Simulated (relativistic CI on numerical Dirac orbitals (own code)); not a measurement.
**Spin-allowed bands of a d2 ion in a tetrahedral site, by hand**

Problem. A d2 ion in a tetrahedral site has a 3A2 ground term and spin-allowed bands at ν1 = 6850 and ν2 = 11628 cm⁻¹ (from a computed ligand-field model). Find Δ and the Racah parameter B, and predict the third band.

Working.
1. The F term splits into A2 (−1.2Δ), T2 (−0.2Δ) and T1 (+0.6Δ), so ν1 = E(T2) − E(A2) = Δ = 6850 cm⁻¹.
2. T1(F) mixes with T1(P), which lies at 15B, through an element 0.4Δ. The two roots, counted from A2, are ν2,3 = ½(15B + 3Δ) ∓ ½√[(15B − Δ)² + 12BΔ].
3. Solving the lower root for B gives B = (2ν1² + ν2² − 3ν1ν2)/(15ν2 − 27ν1) = -9900016/-10530 = 940 cm⁻¹.
4. The sum of the roots is 15B + 3Δ, so ν3 = 15B + 3ν1 − ν2 = 23025 cm⁻¹ (434 nm).

Check. The bands were computed by exact diagonalisation of the d2 shell with B = 940 and Δ = 6850 cm⁻¹, which gives ν3 = 23022 cm⁻¹. C does not enter the terms of highest spin.
